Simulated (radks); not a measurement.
Problem. The tantalum ion Ta7+ is in [Xe] 4f12. Calculated with a radial shooting solver on a logarithmic mesh with Libxc functionals: scalar-relativistic Kohn-Sham, PBE, spin-polarised, spherical densities, finite nucleus; Fermi nuclear charge, rms radius of each element as measured or else 0.836 A^(1/3) + 0.57 fm. Open shells are filled with parallel spins first. One electron is removed from 5p, 4d, 4f, 5s in turn, with full relaxation. Which removal costs least, and what does each cost?

Solution. 5p 143.69 eV; 4f 150.00 eV; 5s 182.22 eV; 4d 350.34 eV. The 5p electron leaves first.
